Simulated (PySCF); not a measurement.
## Polarisability and C₆ of Fe- (iron, charge -1)

[Ar] 3d7 4s2, high-spin 4F determinant. All numbers are calculated (PySCF 2.14, no relativity, point nucleus, in def2-QZVPPD). Coupled (time-dependent) response in atomic units; α is the mean over directions.

```tsv
method	mean α (bohr³)	C₆ (like pair)	S(−4)
wB97X	210.6	3141	27760
```

S(−4) is the Cauchy moment in α(ω) = α(0) + S(−4) ω² + …

α(iu) at wB97X:

```json
{"u (hartree)": "0", "α(iu) (bohr³)": "210.6"}
{"u (hartree)": "0.0500", "α(iu) (bohr³)": "159.9"}
{"u (hartree)": "0.100", "α(iu) (bohr³)": "96.54"}
{"u (hartree)": "0.200", "α(iu) (bohr³)": "42.03"}
{"u (hartree)": "0.300", "α(iu) (bohr³)": "24.13"}
{"u (hartree)": "0.500", "α(iu) (bohr³)": "11.97"}
{"u (hartree)": "0.750", "α(iu) (bohr³)": "6.899"}
{"u (hartree)": "1.00", "α(iu) (bohr³)": "4.654"}
{"u (hartree)": "1.50", "α(iu) (bohr³)": "2.659"}
{"u (hartree)": "2.00", "α(iu) (bohr³)": "1.776"}
{"u (hartree)": "3.00", "α(iu) (bohr³)": "0.9863"}
{"u (hartree)": "5.00", "α(iu) (bohr³)": "0.4480"}
```

For an ion, C₆ is the dispersion term alone; charge-induced terms of lower order in 1/R come first.
